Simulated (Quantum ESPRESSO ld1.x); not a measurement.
Question: Cr XIV, configuration [Ne] 3s1. All-electron calculation, Dirac Kohn-Sham, revPBE, spin-unpolarised, spherical densities, point nucleus. Program: ld1.x of Quantum ESPRESSO 7.5. Some entries of the table are withheld. Estimate them.

| orbital | occ. | eigenvalue (hartree) | <r^2> (bohr^2) | <1/r> (bohr^-1) |
|---|---|---|---|---|
| 1s1/2 | 2 | -230.413 | 0.005423 | (1) |
| 2s1/2 | 2 | -38.0182 | 0.09837 | (2) |
| 2p1/2 | 2 | (3) | (4) | 5.074 |
| 2p3/2 | 4 | (5) | (6) | 4.998 |
| 3s1/2 | 1 | -13.5860 | 0.6398 | 1.929 |

Answer: 
(1) 1s1/2 <1/r> (bohr^-1): 23.90
(2) 2s1/2 <1/r> (bohr^-1): 5.137
(3) 2p1/2 eigenvalue (hartree): -34.4375
(4) 2p1/2 <r^2> (bohr^2): 0.07876
(5) 2p3/2 eigenvalue (hartree): -34.1094
(6) 2p3/2 <r^2> (bohr^2): 0.08032
